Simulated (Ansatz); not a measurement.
Kohn–Sham single points on CH$_{6}$Cl$_{2}$GaP (`[CH3][Ga-]([PH3+])([Cl])[Cl]`).

```yaml
crystal:
  periodic: [false, false, false]
  atoms:
    - {symbol: C, position_ang: [-1.679004, 0.985428, 0.307696]}
    - {symbol: Ga, position_ang: [-0.307707, 0.218953, -0.855448]}
    - {symbol: P, position_ang: [1.501075, -0.916459, 0.508456]}
    - {symbol: Cl, position_ang: [-0.744209, -1.587139, -2.002992]}
    - {symbol: Cl, position_ang: [1.109961, 1.530977, -1.873919]}
    - {symbol: H, position_ang: [-1.248239, 1.744873, 0.961525]}
    - {symbol: H, position_ang: [-2.148978, 0.208351, 0.911985]}
    - {symbol: H, position_ang: [-2.447878, 1.455706, -0.308046]}
    - {symbol: H, position_ang: [2.325283, -0.192432, 1.393556]}
    - {symbol: H, position_ang: [2.482425, -1.465656, -0.335576]}
    - {symbol: H, position_ang: [1.222772, -2.039502, 1.313464]}
basis:
  gaussian: {orbitals: def2-TZVPP}
hamiltonian: {xc: {name: LC-wPBE}}
output: {orbitals: {seedname: orbitals}}
```

```sh
$ ansatz run in.yaml --threads 4 --pin off --events-out ev --progress --plain --max-ram 11315MiB
```

Output, abridged:

```
Functional definition: LC-wPBE
1777 factors; their error is unknown
474 factors; integrals over basis functions are off by at most 3.3e-5 eV
mean field evaluation 1: about -87830.8505 eV, gradient 4.7e1 eV
mean field evaluation 2: about -87832.6802 eV, gradient 4.4e1 eV
mean field evaluation 4: about -87835.1205 eV, gradient 1.9e0 eV
mean field evaluation 8: about -87835.1430 eV, gradient 1.8e-1 eV
mean field evaluation 16: about -87835.0931 eV, gradient 1.4e-4 eV
mean field -87835.09314632 eV, -3227.8801363629 hartree, gradient 4.6e-5 eV, S^2 0.000000; 0 other end points of the search recorded, 0 dependent functions left out
reference -87835.09314633 eV, -3227.8801363632 hartree; 46, 46 occupied and 243, 243 virtual orbitals, 1777 factors
Total energy: -87835.09314633 eV, -3227.8801363632 hartree
```

Run time 4.6 s (4 threads of an Arm Neoverse V1 on a shared host); peak host memory 0.73 GiB.

The same input with `hamiltonian: {xc: {name: wB97X-V}}` (abridged; 15 s):

```
Functional definition: wB97X-V
mean field evaluation 16: about -87841.8453 eV, gradient 6.4e-5 eV
mean field -87841.84528601 eV, -3228.1282729197 hartree, gradient 6.4e-5 eV, S^2 0.000000
Total energy: -87841.84528374 eV, -3228.1282728363 hartree
```

Changing it to `hamiltonian: {xc: lda}` (abridged; 2.1 s):

```
Functional definition: SPW92
mean field evaluation 16: about -87643.1515 eV, gradient 4.7e-4 eV
mean field -87643.15148138 eV, -3220.8264102790 hartree, gradient 3.3e-5 eV, S^2 0.000000
Total energy: -87643.15152732 eV, -3220.8264119670 hartree
```

Changing it to `hamiltonian: {xc: {name: B97M-V}}` (abridged; 17 s):

```
Functional definition: B97M-V
mean field evaluation 16: about -87833.1645 eV, gradient 2.0e-3 eV
mean field -87833.16452281 eV, -3227.8092607560 hartree, gradient 4.9e-5 eV, S^2 0.000000
Total energy: -87833.16459064 eV, -3227.8092632486 hartree
```

With the line `hamiltonian: {xc: {name: revPBE}, dispersion: d4}` (abridged; 3.2 s):

```
Functional definition: revPBE
mean field evaluation 16: about -87841.3175 eV, gradient 1.8e-4 eV
mean field -87841.31754833 eV, -3228.1088789177 hartree, gradient 4.0e-5 eV, S^2 0.000000
Total energy: -87842.14399927 eV, -3228.1392504295 hartree
```

The same input with `hamiltonian: {xc: {name: BHLYP}, dispersion: d4}` (abridged; 7.5 s):

```
Functional definition: BHLYP
mean field evaluation 16: about -87850.5733 eV, gradient 4.0e-5 eV
mean field -87850.57328654 eV, -3228.4490210230 hartree, gradient 4.0e-5 eV, S^2 0.000000
Total energy: -87851.06431485 eV, -3228.4670659805 hartree
```
